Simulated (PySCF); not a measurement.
## How methods differ on the ionisation energy of Pb

Pb [Xe] 4f14 5d10 6s2 6p2 (3P) → Pb⁺ [Xe] 4f14 5d10 6s2 6p1 (2P), as a difference of total energies. All numbers are calculated (PySCF 2.14, scalar relativity through the core potential, in aug-cc-pVDZ-PP with ECP60MDF). Correlated levels: valence: 5s2 5p6 5d10 frozen. The calculations carry no spin-orbit coupling.

| method | ionisation energy (eV) |
| --- | --- |
| UHF | 6.574 |
| MP2 (valence) | 6.775 |
| SCS-MP2 (valence) | 6.719 |
| CCSD (valence) | 6.808 |
| CCSD(T) (valence) | 6.815 |
| CCSDT (valence) | 6.818 |
| FCI (valence) | 6.818 |

Problem. How much does correlation contribute at CCSD(T) (valence)?

Solution. 6.815 − (6.574) = 0.241 eV, measured against UHF.

Spin-orbit coupling is strong in these open shells (close to jj coupling). The scalar numbers leave it out and a first-order estimate fails, so it can dominate the gap to the real levels.

Errors of the correlated levels include the incompleteness of this basis and the frozen core.

For comparison: 7.417 eV (measured; NIST Atomic Spectra Database, ionization energies).
